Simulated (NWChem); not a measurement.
# SbClF$_{2}$; SMILES [F][Sb]([F])[Cl]

Program: NWChem. Structure relaxed at the PBE0/def2-SVP level. def2 effective core potentials on Sb; no spin-orbit coupling.

For level Hartree-Fock/def2-SVP (core potentials):

| Property | Result |
|---|---|
| highest occupied level (eV) | -11.93 |
| orbital gap (eV) | 13.28 |
| dipole (D) | 4.16 |

Task: Estimate the same quantities for level Hartree-Fock/STO-3G (all-electron, non-relativistic).

Result: 
| Item | Value |
|---|---|
| highest occupied level (eV) | -7.90 |
| orbital gap (eV) | 13.60 |
| dipole (D) | 2.82 |
